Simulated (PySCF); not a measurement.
Arsenic: a sound run and one with changed settings

Sound run: As+ [Ar] 3d10 4s2 4p2, As(2+) [Ar] 3d10 4s2 4p1. Computed with PySCF 2.14 in pcseg-2, with the non-relativistic Hamiltonian (point nucleus). The sound run starts from symmetry-adapted Hartree-Fock orbitals and uses a fine grid where one is needed.

Changed run: radial step 0.8 in ln r (0.13 in the sound run). This setting is unsound on purpose.

```tsv
species	method	sound run (hartree)	changed run (hartree)	converged
As+	UHF	-2233.86205	-2233.86205	yes
As+	LDA	-2232.20345	-2232.55035	yes
As+	PBE0	-2235.21265	-2235.59459	yes
As(2+)	UHF	-2233.20070	-2233.20070	yes
As(2+)	LDA	-2231.51703	-2231.83453	yes
As(2+)	PBE0	-2234.52997	-2234.89357	yes
```

Ionisation energy of As+:

```json
{"method": "UHF", "sound run (eV)": "17.996", "changed run (eV)": "17.996"}
{"method": "LDA", "sound run (eV)": "18.678", "changed run (eV)": "19.478"}
{"method": "PBE0", "sound run (eV)": "18.577", "changed run (eV)": "19.076"}
```

A coarse radial grid mis-integrates the density and the exchange-correlation energy, with errors of either sign; Hartree-Fock needs no grid.

For comparison, NIST gives 18.589 eV between the lowest levels.
